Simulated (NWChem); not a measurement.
# InN2H5; SMILES [NH2][InH][NH2]

```xyz
8

In    -0.3176     0.0067     0.0000
H     -2.0170    -0.2223     0.0000
N      0.7912     0.0085    -1.6980
H      0.3570     0.2162    -2.5909
H      1.7429     0.3600    -1.6917
N      0.7912     0.0085     1.6980
H      1.7429     0.3600     1.6917
H      0.3570     0.2162     2.5909
```
Atoms are numbered in this order, from 1.

All runs: NWChem. STO-3G and 3-21G are far too small for this property and stand as cheap habits. Coordinates come from a PBE0/def2-SVP optimisation. def2 effective core potentials on In; no spin-orbit coupling. Field at 589 nm.

```
level                                          isotropic polarisability (bohr³)  anisotropy (bohr³)
---------------------------------------------  --------------------------------  ------------------
B3LYP/STO-3G (all-electron, non-relativistic)                        (withheld)          (withheld)
B3LYP/def2-SVP (core potentials)                                           48.6                23.2
B3LYP/def2-SVPD (core potentials)                                          60.3                17.4
```

Task: Complete the blanks.

Result: 
- B3LYP/STO-3G (all-electron, non-relativistic), isotropic polarisability (bohr³): 28.0
- B3LYP/STO-3G (all-electron, non-relativistic), anisotropy (bohr³): 25.1
